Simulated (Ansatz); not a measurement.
The cluster MnCl2. The state is a quartet with charge 0. Geometry B3LYP-D4/def2-TZVP; atoms count from 1.

```xyz
3

Mn    0.000    0.000    0.000
Cl   -0.871   -1.900   -0.570
Cl    0.871    1.900    0.570
```

The charge 0 quartet is spin-contaminated (final ⟨S²⟩ up to 4.72, 3.75 for a pure state). The geometry of the quartet was relaxed on an unsound state (⟨S²⟩ 4.74, where a pure state has 3.75). At PBE0-D4/def2-TZVP a sextet of charge 0 lies 1.96 eV below the quartet, each at its own geometry. The structure comes from a short search, and lower isomers may exist.

(1) Estimate the Mulliken populations from the PBE0/def2-TZVP orbitals of Ansatz.

(2) Where does the spin sit?

(3) And the Mayer bond orders between bonded heavy atoms (over 0.3)?

Results:

(1) 
| atom | charge (e) | spin (α − β) | d electrons |
| --- | --- | --- | --- |
| Mn1 | 0.82 | 2.89 | 5.42 |
| Cl2 | -0.41 | 0.06 | – |
| Cl3 | -0.41 | 0.06 | – |
Mulliken values and Mayer orders depend strongly on the basis.

(2) Summed by element: Mn 2.89, Cl 0.11, of 3 unpaired in all. Largest on single atoms: Mn1 2.89, Cl2 0.06, Cl3 0.06.

(3) Mn1–Cl2 1.01 (2.17 Å); Mn1–Cl3 1.01 (2.17 Å).
